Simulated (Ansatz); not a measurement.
```yaml
crystal:
  periodic: [false, false, false]
  atoms:
    - {symbol: N, position_ang: [-1.832212, -0.361865, 0.816547]}
    - {symbol: Si, position_ang: [-0.737271, 0.412044, -0.245807]}
    - {symbol: Si, position_ang: [1.620647, 0.023027, 0.090604]}
    - {symbol: S, position_ang: [2.361635, -0.424296, -1.850096]}
    - {symbol: Zn, position_ang: [0.152921, -0.333009, -2.329589]}
    - {symbol: H, position_ang: [-2.701769, 0.069962, 1.079348]}
    - {symbol: H, position_ang: [-1.840756, -1.357629, 0.956222]}
    - {symbol: H, position_ang: [-1.103068, 1.856025, -0.219681]}
    - {symbol: H, position_ang: [1.792697, -1.111155, 1.042169]}
    - {symbol: H, position_ang: [2.287176, 1.226915, 0.660293]}
basis:
  gaussian: {orbitals: aug-cc-pVDZ, fitting: {mean_field: def2-universal-jkfit}, nuclear_model: gaussian}
hamiltonian: {xc: {name: B97}}
accuracy: high
output: {forces: true}
```

```sh
$ ansatz run in.yaml --threads 4 --pin off --events-out ev --progress --plain --max-ram 10444MiB
```

Shortened log:

```
Functional definition: B97
815 factors; integrals over basis functions are off by at most 3.2e-1 eV
mean field evaluation 1: about -76567.0431 eV, gradient 7.4e1 eV
mean field evaluation 2: about -76506.6522 eV, gradient 1.5e2 eV
mean field evaluation 4: about -76577.7863 eV, gradient 1.4e1 eV
mean field evaluation 8: about -76578.4151 eV, gradient 1.9e-1 eV
mean field evaluation 16: about -76578.4156 eV, gradient 6.9e-5 eV
mean field -76578.41558032 eV, -2814.2048658623 hartree, gradient 5.1e-8 eV, S^2 0.000000; 0 other end points of the search recorded, 0 dependent functions left out
reference -76578.41558664 eV, -2814.2048660945 hartree; 43, 43 occupied and 165, 165 virtual orbitals, 815 factors
Total energy: -76578.41558664 eV, -2814.2048660945 hartree
Atom 0 at    -1.832212    -0.361865     0.816547 Å, force    -0.400189    -0.285833     0.532781 eV/Å
Atom 1 at    -0.737271     0.412044    -0.245807 Å, force     0.404452     0.383425    -0.539959 eV/Å
Atom 2 at     1.620647     0.023027     0.090604 Å, force    -0.025509     0.108287     0.545702 eV/Å
Atom 3 at     2.361635    -0.424296    -1.850096 Å, force     0.446431    -0.150868    -0.554666 eV/Å
Atom 4 at     0.152921    -0.333009    -2.329589 Å, force    -0.190633    -0.062627    -0.327786 eV/Å
Atom 5 at    -2.701769     0.069962     1.079348 Å, force    -0.260324     0.095266     0.086100 eV/Å
Atom 6 at    -1.840756    -1.357629     0.956222 Å, force    -0.027366    -0.275154     0.054175 eV/Å
Atom 7 at    -1.103068     1.856025    -0.219681 Å, force    -0.051145     0.181289     0.014763 eV/Å
Atom 8 at     1.792697    -1.111155     1.042169 Å, force     0.020625    -0.151055     0.119722 eV/Å
Atom 9 at     2.287176     1.226915     0.660293 Å, force     0.083657     0.157269     0.069169 eV/Å
Dipole moment:    -0.817759    -0.117982     0.077535 e Å
```

Run time 31 s (4 threads of an Arm Neoverse V2 on a shared host); peak host memory 0.9 GiB.
